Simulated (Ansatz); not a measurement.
`N[SiH](S)CCl` + `O[Si](O)(O)[TeH]` → `O[SiH](S)CCl` + `N[Si](O)(O)[TeH]`  (redistribution)

Program: Ansatz. Geometries: PBE0-D4/def2-TZVP. ΔE: electronic, gas phase. CCSD(T)/CBS adds triple-zeta CCSD(T) − MP2 to the extrapolated MP2 energy (def2 sets, frozen cores). DFT in def2-TZVPP. B3LYP here is the variant with VWN-RPA as its local correlation; programs differ in this. Elements past krypton have def2 core potentials. For Te outer-core shells are correlated without core-valence functions, which leaves a few kJ/mol of doubt a bond. One conformer a species, not always the lowest.

| level | ΔE (kcal/mol) | difference from CCSD(T)/CBS |
| --- | --- | --- |
| PBE-D4 | -0.5 | 0.0 |
| r2SCAN-D4 | -0.5 | 0.0 |
| B3LYP-D4 | -0.5 | 0.0 |
| ωB97X-V | -0.5 | 0.0 |
| ωB97M-V | -0.5 | 0.0 |
| B2PLYP | -0.5 | 0.0 |
| r2SCAN | -0.5 | 0.0 |
| PBE0 | -0.5 | 0.0 |
| B3LYP | -0.6 | -0.1 |
| HF/def2-TZVPP | -0.3 | 0.2 |
| MP2/def2-TZVPP | -0.5 | 0.0 |
| CCSD/def2-TZVPP | -0.4 | 0.1 |
| HF/def2-QZVPP | -0.3 | 0.2 |
| MP2/def2-QZVPP | -0.6 | -0.1 |
| MP2/CBS(def2) | -0.7 | -0.2 |
| CCSD/CBS(def2) | -0.5 | 0.0 |
| CCSD(T)/CBS | -0.5 | 0 |

Largest T1 diagnostic among the species: 0.012.
